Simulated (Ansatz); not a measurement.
`FBBCl` + `N=C=O` → `O=C=NBCl` + `BF`  (cleavage of the B–B bond)

Isolated molecules relaxed with PBE0-D4/def2-TZVP in Ansatz; ΔE leaves out vibrations. CCSD(T)/CBS is the MP2 limit (def2-TZVPP, def2-QZVPP) plus CCSD(T) − MP2 in def2-TZVPP, frozen cores. This one scheme is used for every species. DFT in def2-TZVPP. B3LYP here is the variant with VWN-RPA as its local correlation; programs differ in this. Each species was taken in one conformer, which may not be the lowest.

```
             level  ΔE (kJ/mol)  difference from CCSD(T)/CBS
         r2SCAN-D4       -136.3                         -2.6
           PBE0-D4       -132.2                          1.5
          B3LYP-D4       -139.0                         -5.3
          PBE-QIDH       -138.1                         -4.4
           r2SCAN0       -137.8                         -4.1
             BHLYP       -141.8                         -8.1
           LC-ωPBE       -129.5                          4.2
RPA@PBE/def2-TZVPP       -131.6                          2.1
      MP2/def2-SVP       -160.7                        -27.0
   CCSD/def2-TZVPP       -135.1                         -1.4
       CCSD(T)/CBS       -133.7                            0
```

Largest T1 diagnostic among the species: 0.018.

From BLYP to BHLYP (50 % exact exchange), in def2-TZVPP and without D4, ΔE moves by −7.2 kJ/mol. At CCSD(T), def2-SVP lies −16.7 kJ/mol from the extrapolated value and def2-TZVPP −1.8 kJ/mol.
